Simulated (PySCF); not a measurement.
A structure optimised at PBE0-D3(BJ)/def2-SVP, used in a PySCF frequency run:

```xyz
7

Be    -0.6017    -0.2396    -0.8370
I      0.6369     0.2536     0.8860
O     -1.3905    -0.5537    -1.9343
C     -2.1725    -0.8651    -3.0221
H     -2.2554    -0.0048    -3.7084
H     -1.7442    -1.7106    -3.5876
H     -3.1918    -1.1483    -2.7078
```

Question: Write its SMILES and formula.

Answer: C[O][Be][I], CH3BeIO

Question: What are its rotational constants (standard atomic weights)?

Answer: 157.38, 1.0345, 1.0345 GHz
